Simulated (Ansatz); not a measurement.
HfAg12, relaxed as a singlet with RKS r2SCAN-D4/def2-SVP in Ansatz, starting from the GFN1-xTB geometry. Force threshold 0.03 eV/Å.

In the def2 sets Ag, Hf take a core potential; there is no spin–orbit coupling. Single mean-field runs in def2-SVP are fitted with def2-universal-jkfit. The structure comes from a short search, and lower isomers may exist.

Start:

```xyz
13

Hf   -0.6074    0.0781    0.3488
Ag    1.8118    0.1255   -1.3568
Ag    2.9608    0.9557    1.0467
Ag   -0.1443    2.2470   -1.4139
Ag   -2.8713    0.7723   -1.2366
Ag   -2.0416    2.5114    0.7590
Ag    2.2581   -1.7253    0.7801
Ag   -0.4312   -2.4531    1.4960
Ag    0.8518   -0.1886    2.7188
Ag    0.4922   -2.4498   -1.2560
Ag   -0.6718   -0.2915   -2.6303
Ag   -2.2350   -1.9531   -0.6979
Ag    0.6280    2.3713    1.4420
```

**Question.** Estimate the energy that the relaxation releases and the steps that it takes.

**Answer.** 75.9 kJ/mol, in 8 steps; 64 s on 2 threads of AMD EPYC 7R13 on a shared host and a share (18 GiB) of an NVIDIA H100 80GB HBM3. No frequencies were taken in this run, so the end may be a saddle point.

**Question.** Does the start keep its bonding and symmetry?

**Answer.** Bonds lost: Ag4–Ag5 (atoms count from 1). Bonds formed: Ag3–Ag4 (atoms count from 1). Metal–metal contacts that move far: Hf1–Ag3 3.74 to 2.90 Å, Ag4–Ag13 2.96 to 3.60 Å. The end is the same structure that another start reached, the lowest one found.

**Question.** Predict the relaxed structure.

**Answer.** 
```xyz
13

Hf   -0.3240    0.0609    0.2625
Ag    1.8983   -0.1399   -1.6927
Ag    2.2718    1.2833    0.6572
Ag    0.4902    2.2120   -1.4092
Ag   -2.9006    0.6186   -1.0147
Ag   -1.7028    2.6565    0.2753
Ag    2.1802   -1.5318    0.6806
Ag   -0.3563   -2.4982    1.5263
Ag    0.8839   -0.3499    2.8306
Ag    0.3736   -2.4045   -1.2590
Ag   -0.7329   -0.1521   -2.5691
Ag   -2.2353   -1.9623   -0.4663
Ag    0.1539    2.2074    2.1784
```
Bond lengths (bridged metal pairs left out): 25 × Ag–Ag 2.69 to 3.16 Å; 12 × Ag–Hf 2.84 to 3.00 Å.
